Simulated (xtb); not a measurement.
BrGeH₅N₂, SMILES [GeH]([NH2])([Br])[NH2]. All values are semi-empirical tight-binding results from xtb (GFN2-xTB unless named), good for trends rather than for accurate numbers. The structure is a stationary point at GFN2-xTB. The structure was generated by enumeration, and PubChem lists no compound with its InChIKey, so it may never have been made. One conformer was computed; it need not be the lowest.

Optimised geometry:

Bonded distances (Å): Ge1–N2 1.794, Ge1–N3 1.806, Ge1–Br4 2.272, Ge1–H5 1.525, N2–H6 1.006, N2–H7 1.007, N3–H8 1.010, N3–H9 1.008. Bond angles (°): N2–Ge1–N3 106.7, N2–Ge1–Br4 108.0, N2–Ge1–H5 113.3, N3–Ge1–Br4 104.6, N3–Ge1–H5 118.4, Br4–Ge1–H5 105.0, Ge1–N2–H6 119.0, Ge1–N2–H7 121.4, H6–N2–H7 110.6, Ge1–N3–H8 117.8, Ge1–N3–H9 118.1, H8–N3–H9 108.9.

A frequency run showed that this geometry is not a minimum.

For metal compounds this method's bond lengths and energies can be far off.

Task: Estimate the properties. (The exact figures need the calculation; the answer reports its results.)

Result: 
- orbital gap = 6.33 eV

Task: Give the atomic charges and the Wiberg bond orders between heavy atoms. (An estimate is asked for; the answer gives what the named calculation found.)

Result: charges (e) Ge1 0.29, N2 -0.37, N3 -0.37, Br4 -0.18, H5 -0.03, H6 0.17, H7 0.16, H8 0.17, H9 0.16. Bond orders Ge1–N2 1.11, Ge1–N3 1.11, Ge1–Br4 1.05.
